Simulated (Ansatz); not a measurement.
Reaction (cleavage of the Si–P bond): `CO[SiH2]P` + `CO[SiH2]S` → `CO[SiH2]S[SiH2]OC` + PH₃

Isolated molecules relaxed with PBE0-D4/def2-TZVP in Ansatz; ΔE leaves out vibrations. CBS: MP2 limit from def2 TZ/QZ plus the TZ coupled-cluster correction, frozen cores. This one scheme is used for every species. Functionals use def2-TZVPP. One conformer a species, not always the lowest.

| level | ΔE (eV) |
| --- | --- |
| r2SCAN-D4 | -0.54 |
| PBE | -0.41 |
| MP2/def2-QZVPP | -0.60 |
| MP2/CBS(def2) | -0.60 |

Problem. What does CCSD(T)/CBS give? (An estimate is asked.)

Solution. Ansatz gave: -0.56 eV. The listed levels differ from it by 0.02, 0.15, -0.04, -0.04 eV.

Largest T1 diagnostic among the species: 0.013.

From PBE to PBE0 (25 % exact exchange), in def2-TZVPP and without D4, ΔE moves by −0.03 eV. In def2-TZVPP, CCSD(T) changes the Hartree–Fock value by −0.05 eV (the triples alone add −0.02 eV) and MP2 by −0.10 eV. The D4 term adds −0.14 eV with B3LYP and −0.09 eV with PBE0; it sums over pairs of atoms, weighted by their polarisabilities, and B3LYP, whose exchange is more repulsive, gets the larger term.

B3LYP here is the variant with VWN-RPA as its local correlation; programs differ in this.
